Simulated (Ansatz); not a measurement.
Input file for Ansatz (a first-principles code): U-BHLYP/def2-TZVPP on AlMo, 2S+1 = 6, a spin state set in the input, which need not be the lowest, a point of a bond scan (R = 2.738 Å). Elements past Kr take the def2 small-core potentials; no spin–orbit coupling.

Ansatz 0.2 input:
```yaml
crystal:
  periodic: [false, false, false]
  atoms:
    - {symbol: Mo, position_ang: [0.00000000, 0.00000000, 0.00000000]}
    - {symbol: Al, position_ang: [0.00000000, 0.00000000, 2.73765800]}
basis:
  gaussian:
    orbitals: def2-TZVPP
    pivot_positions_ang: [[0.00000000, 0.00000000, 0.00000000], [0.00000000, 0.00000000, 2.73765800]]
hamiltonian:
  xc: {name: BHLYP}
magnetization: {spin_polarized: true, initial_magnetization: 5}
output: {forces: true, orbitals: {seedname: ./end}}
```

### Question
Give the final energy of this run.

### Answer
-310.4165 hartree.

### Question
How many basis functions does it have, and what does it roughly cost on one machine?

### Answer
98 functions; very roughly 10 core-seconds.
